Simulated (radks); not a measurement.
Excited configurations of P: one electron is placed in a higher orbital outside [Ne] 3s2 3p2. The ground configuration is [Ne] 3s2 3p3. Calculated with a radial shooting solver on a logarithmic mesh with Libxc functionals: scalar-relativistic Kohn-Sham, PBE, spin-polarised, spherical densities, finite nucleus; open shells are filled with parallel spins first; Fermi nuclear charge, rms radius 3.1889 fm. Excitation = E - E(ground); binding = E(ion) - E, where the ion is the core of charge +1; n* = 1/sqrt(2 binding) in atomic units, and the quantum defect is n - n*.

\begin{tabular}{lrrrrr}
outer orbital & excitation (eV) & binding (eV) & n* & eigenvalue (eV) & <r> (bohr) \\ \hline
3d & 8.339 & 2.199 & 2.487 & -0.635 & 6.800 \\
5s & 8.752 & 1.785 & 2.761 & -1.114 & 12.59 \\
5d & 9.659 & 0.879 & 3.935 & -0.544 & 23.23 \\
6p & 9.664 & 0.874 & 3.946 & -0.569 & 25.51 \\
6d & 9.930 & 0.608 & 4.731 & -0.400 & 35.75 \\
\end{tabular}

The Delta-SCF ionisation energy is 10.538 eV (NIST Atomic Spectra Database: 10.487 eV, measured). Self-interaction in the functional shifts the binding energies and quantum defects, so they are the method's values and not measured ones. Open shells are spherical and high-spin; term and fine-structure splittings are not resolved.
